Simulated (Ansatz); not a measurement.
Total energies of the cluster Cu₂O₂⁺ (the lowest doublet isomer of a short search) from Ansatz at PBE-D4/def2-TZVP, gas phase (1 Eh = 27.2114 eV = 2625.5 kJ/mol). The reference geometry is relaxed at PBE-D4/def2-SVP.

```xyz
4

Cu    0.3043   -0.0390   -1.1999
Cu   -0.3045    0.0389    1.1999
O    -0.5469    1.2068   -0.1780
O     0.5472   -1.2066    0.1780
```

```csv
state,geometry,energy (Eh)
charge 1 doublet,reference,-3430.56066
charge 0 singlet,reference,-3430.87895
charge 1 quartet,relaxed at PBE-D4/def2-SVP,-3430.55312
```

Q: Work out the vertical electron affinity, to the singlet.

A: E(charge 1 doublet) − E(charge 0 singlet) = -3430.56066 − (-3430.87895) = 0.31829 Eh = 8.66 eV.

Q: Which of the charge 1 states is lowest, and how far above it are the others?

A: The doublet. quartet: -3430.55312 − (-3430.56066) = 0.00754 Eh = 19.8 kJ/mol.

A triplet lies near this restricted singlet, and broken spin symmetry wasn't tried. 

The structure comes from a short search, and lower isomers may exist.
